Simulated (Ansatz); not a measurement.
Geometry optimisation, RKS B3LYP/def2-SVP in Ansatz 0.2.0.

The input (input.yaml):

```yaml
crystal:
  periodic: [false, false, false]
  atoms:
    - { symbol: Al, position_ang: [-0.139042, 0.767015, -0.944843] }
    - { symbol: O, position_ang: [0.319249, -0.929078, 1.679087] }
    - { symbol: "N", position_ang: [0.314974, -0.783583, -1.383793] }
    - { symbol: H, position_ang: [0.658588, -1.300931, 0.845097] }
    - { symbol: O, position_ang: [-0.684307, 2.214424, -0.28015] }
    - { symbol: H, position_ang: [-0.514619, -1.407025, 1.792585] }
    - { symbol: H, position_ang: [0.566938, -1.157806, -2.295375] }
    - { symbol: H, position_ang: [-0.521881, 2.597085, 0.587293] }
basis:
  gaussian: { orbitals: def2-SVP }
hamiltonian:
  xc: b3lyp
relax:
  f_tol: 0.03
  max_steps: 50
```

Launched with:

```bash
$ ansatz run input.yaml --threads 2 --pin off --max-ram 3072MiB --backend cpu --events-out ev --progress --plain --runs-dir out
```

**Question.** Where does it end, and by what steps?

**Answer.** The run converged. After 18 steps the energy has fallen by 3.906 eV; H4 moved furthest, 1.86 Å. Parted: O2–H4. Joined: Al1–O2, N3–H4.

| step | energy less start (eV) | largest force component (eV/Å) | accepted |
| --- | --- | --- | --- |
| 0 | 0.0000 | 0.293 | yes |
| 1 | -0.1291 | 0.661 | yes |
| 2 | -0.3225 | 1.212 | yes |
| 3 | -0.6162 | 1.488 | yes |
| 4 | -0.8100 | 1.136 | yes |
| 5 | -0.8930 | 0.917 | yes |
| 6 | -0.9574 | 0.678 | yes |
| 7 | -1.2771 | 2.097 | yes |
| 8 | -1.9463 | 1.941 | yes |
| 9 | -2.4430 | 6.114 | yes |
| 10 | -3.1117 | 1.542 | yes |
| 11 | -3.4884 | 0.694 | yes |
| 12 | -3.6886 | 0.609 | yes |
| 13 | -3.8091 | 0.419 | yes |
| 14 | -3.8609 | 0.358 | yes |
| 15 | -3.8850 | 0.240 | yes |
| 16 | -3.9034 | 0.063 | yes |
| 17 | -3.9015 | 0.110 | no |
| 18 | -3.9056 | 0.007 | yes |

```xyz
8
Properties=species:S:1:pos:R:3
Al -0.091 0.244 0.154
O -0.364 -0.170 1.785
N 0.466 -0.900 -1.073
H 0.693 -1.878 -0.928
O -0.366 1.852 -0.335
H -0.273 -1.037 2.186
H 0.611 -0.652 -2.047
H -0.675 2.541 0.259
```

The run took 16 s on 2 threads of Intel(R) Xeon(R) 6975P-C (Granite Rapids), on a shared host, peak memory 0.19 GiB.
